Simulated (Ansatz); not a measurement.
C2H3BrO (`CC(=O)Br`), relaxed with RKS PBE-D4/def2-SVP in Ansatz 0.2.0 from a rough embedded geometry. The force threshold is 0.03 eV/Å; the program also tests the step.

Charge 0, multiplicity 1.

Start:

```xyz
7

C     0.352    0.139   -0.592
C    -0.207    0.053    0.776
O     0.082    0.631    1.760
Br   -1.675   -1.280    0.859
H     1.156    0.873   -0.616
H    -0.434    0.422   -1.290
H     0.726   -0.837   -0.896
```

Problem. By how much does the energy fall, and how many steps does the optimiser take? (An estimate is asked.)

Solution. Computed: 1.10 kcal/mol, in 3 steps.

Problem. Which bonds change most? (Estimate.)

Solution. The calculation gave: C2–Br4 from 1.984 to 2.011 Å; C1–C2 from 1.480 to 1.501 Å; C1–H6 from 1.089 to 1.108 Å; C1–H7 from 1.089 to 1.108 Å.

Problem. Give the relaxed structure. (Estimate.)

Solution. The calculation gave: 
```xyz
7

C     0.356    0.142   -0.595
C    -0.217    0.049    0.789
O     0.102    0.651    1.767
Br   -1.702   -1.304    0.864
H     1.172    0.890   -0.608
H    -0.443    0.424   -1.308
H     0.732   -0.852   -0.908
```
